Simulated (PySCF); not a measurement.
Series N+XY, Y = methyl, computed as singlets and as triplets. Gas-phase values, no solvent. One relaxed conformer stands for each flexible species; it need not be the lowest. Strings in code marks are SMILES.

The HOMO–LUMO gap from two functionals at the same geometries (B3LYP-D3(BJ)/def2-TZVP), both in PySCF: PBE-D3(BJ)/def2-TZVP and B3LYP-D3(BJ)/def2-TZVP. B3LYP has the VWN-RPA correlation part, as in Gaussian. 

```tsv
species	B3LYP-D3(BJ)/def2-TZVP (eV)
X = methyl, multiplicity 1 (`C[N+]C` (singlet; the order of the spin states depends on the level))	3.84
X = mercapto, multiplicity 1 (`C[N+]S` (lower singlet; C–N–S–H torsion 0°))	4.43
X = vinyl, multiplicity 1 (`C[N+]C=C` (singlet; the order of the spin states depends on the level; C–C–N–C torsion 180°))	3.35
X = formyl, multiplicity 1 (`C[N+]C=O` (singlet; the order of the spin states depends on the level; C–N–C–O torsion 87°))	4.25
```

Question: What does PBE-D3(BJ)/def2-TZVP give for each?

Answer: 
- X = methyl, multiplicity 1 (`C[N+]C` (singlet; the order of the spin states depends on the level)): 1.55
- X = mercapto, multiplicity 1 (`C[N+]S` (lower singlet; C–N–S–H torsion 0°)): 2.37
- X = vinyl, multiplicity 1 (`C[N+]C=C` (singlet; the order of the spin states depends on the level; C–C–N–C torsion 180°)): 1.20
- X = formyl, multiplicity 1 (`C[N+]C=O` (singlet; the order of the spin states depends on the level; C–N–C–O torsion 87°)): 2.12
Over these rows, drawn at random from the members with no instability flagged (it was tested for open shells, ions and some series alone), PBE minus B3LYP-D3(BJ): mean -2.15 eV, from -2.29 eV to -2.06 eV.
